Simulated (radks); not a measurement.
The numbers below are computed, except where a source is named.
Question: Neutral osmium, 76 electrons, occupied as [Xe] 4f14 5d6 6s2. Level of theory: Dirac Kohn-Sham, LDA (Slater exchange, Perdew-Wang correlation), spin-unpolarised, spherical densities, finite nucleus; open shells are shared between the two j in proportion to 2j + 1; Fermi nuclear charge, rms radius 5.4126 fm (a radial shooting solver on a logarithmic mesh with Libxc functionals).

Spin-orbit splittings of the eigenvalues, e(l+1/2) - e(l-1/2), with zeta = 2 splitting/(2l+1) and mean radii in bohr:

| shell | occ. | splitting (eV) | zeta (eV) | <r> j=l-1/2 | <r> j=l+1/2 |
|---|---|---|---|---|---|
| 2p | 6 | 1529 | 1020 | 0.06132 | 0.06951 |
| 3p | 6 | ? | ? | 0.1836 | 0.1987 |
| 3d | 10 | 72.30 | 28.92 | 0.1735 | 0.1781 |
| 4p | 6 | 78.57 | 52.38 | 0.4358 | 0.4697 |
| 4d | 10 | 14.56 | 5.822 | 0.4827 | 0.4941 |
| 4f | 14 | 2.810 | 0.8027 | 0.5525 | 0.5607 |
| 5p | 6 | 12.37 | 8.247 | 1.098 | 1.201 |
| 5d | 6 | 1.057 | 0.4227 | 1.769 | 1.853 |

Estimate the 3p splitting.

Answer: 333.4 eV (zeta = 222.3 eV).
